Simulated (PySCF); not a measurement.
Isomers of C5H10F3O2P, one GFN2-xTB conformer each. Single-point energies are computed at PBE0/pcSseg-1 (PySCF, gas phase, no added dispersion term), electronic only.

Question: Rank them by PBE0/pcSseg-1 energy, lowest first (kJ/mol).
A. `[CH3:1][O:2][CH2:3][CH2:4][P@:5]([CH3:6])(=[O:7])[C:8]([F:9])([F:10])[F:11]` with C1–O2–C3–C4 -166°, O2–C3–C4–P5 41°, C3–C4–P5–C6 173°
B. `[CH3:1][CH:2]([CH3:3])[P@@:4](=[O:5])([OH:6])[CH2:7][C:8]([F:9])([F:10])[F:11]` with C1–C2–P4–O5 -178°, C2–P4–O6–H -123°, C2–P4–C7–C8 66°
C. `[CH3:1][P@@:2](=[O:3])([CH2:4][CH2:5][CH2:6][OH:7])[C:8]([F:9])([F:10])[F:11]` with C1–P2–C4–C5 -68°, P2–C4–C5–C6 -38°, C4–C5–C6–O7 61°, C5–C6–O7–H -153°
D. `[CH3:1][CH2:2][P@@:3](=[O:4])([OH:5])[CH2:6][CH2:7][C:8]([F:9])([F:10])[F:11]` with C1–C2–P3–O4 51°, C2–P3–O5–H -144°, C2–P3–C6–C7 153°, P3–C6–C7–C8 79°

Answer: D (0.0), B (16.3), C (162.1), A (199.5).

As drawn, the lowest has an O–H bond, which the highest lacks. GFN2-xTB itself gives, in the same order: 0.1, 0.0, 128.4, 150.0. GFN2-xTB puts CC(C)[P@@](=O)(O)CC(F)(F)F lowest instead; measured from each level's own lowest isomer, the values differ by up to 49.5 kJ/mol (COCC[P@](C)(=O)C(F)(F)F: 150.0 against 199.5).

Question: Which frontier levels, dipoles and rotational constants go with these structures?

Answer: 
```json
{"SMILES": "CC[P@@](=O)(O)CCC(F)(F)F", "HOMO (eV, PBE0/pcSseg-1)": "-7.98", "LUMO (eV)": "0.88", "dipole (D)": "3.45", "A, B, C (MHz)": "1977, 538.3, 516.1"}
{"SMILES": "CC(C)[P@@](=O)(O)CC(F)(F)F", "HOMO (eV, PBE0/pcSseg-1)": "-8.11", "LUMO (eV)": "0.81", "dipole (D)": "3.53", "A, B, C (MHz)": "1497, 676.9, 603.0"}
{"SMILES": "C[P@@](=O)(CCCO)C(F)(F)F", "HOMO (eV, PBE0/pcSseg-1)": "-7.74", "LUMO (eV)": "0.84", "dipole (D)": "5.04", "A, B, C (MHz)": "1698, 671.9, 623.4"}
{"SMILES": "COCC[P@](C)(=O)C(F)(F)F", "HOMO (eV, PBE0/pcSseg-1)": "-7.72", "LUMO (eV)": "1.02", "dipole (D)": "3.86", "A, B, C (MHz)": "1246, 926.1, 723.2"}
```
